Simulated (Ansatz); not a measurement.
Isolated molecules relaxed with PBE0-D4/def2-TZVP in Ansatz; ΔE leaves out vibrations. CCSD(T)/CBS is the MP2 limit (def2-TZVPP, def2-QZVPP) plus CCSD(T) − MP2 in def2-TZVPP, frozen cores. Functionals use def2-TZVPP. For Br outer-core shells are correlated without core-valence functions, which leaves a few kJ/mol of doubt a bond. Scalar relativity is left out up to krypton. One conformer a species, not always the lowest.

Consider the ligand exchange at the Si–C bond: `[SiH3][CH]1[NH][AlH]1` + `O[Si]Br` → `[SiH3]O[Si]Br` + `[CH2]1[NH][AlH]1`.

| level | ΔE (kJ/mol) |
| --- | --- |
| B97M-V | -89.3 |
| B2PLYP | -94.6 |
| LC-ωPBE | -84.7 |
| SCS-MP2/def2-TZVPP | -97.3 |

Question: What does CCSD(T)/CBS give? (Best estimate.)

Answer: Computed: -91.5 kJ/mol. The listed levels differ from it by 2.2, -3.1, 6.8, -5.8 kJ/mol.

Question: What do rigid-rotor, harmonic-oscillator terms from PBE0-D4/def2-TZVP frequencies (298.15 K, 1 bar) make of the CCSD(T)/CBS value? (Best estimate.)

Answer: Ansatz gave: ΔZPE = +2.9 kJ/mol, ΔH = -88.6 kJ/mol, ΔS = 5 J/(mol·K), ΔG = -89.9 kJ/mol.

Largest T1 diagnostic among the species: 0.015.

From BLYP to BHLYP (50 % exact exchange), in def2-TZVPP and without D4, ΔE moves by −10.5 kJ/mol. Leaving LDA and LC-ωPBE aside and taking each functional with its dispersion term where it has one, the values, not all of them listed here, spread over 25.8 kJ/mol, from BHLYP-D4 to revPBE-D4.
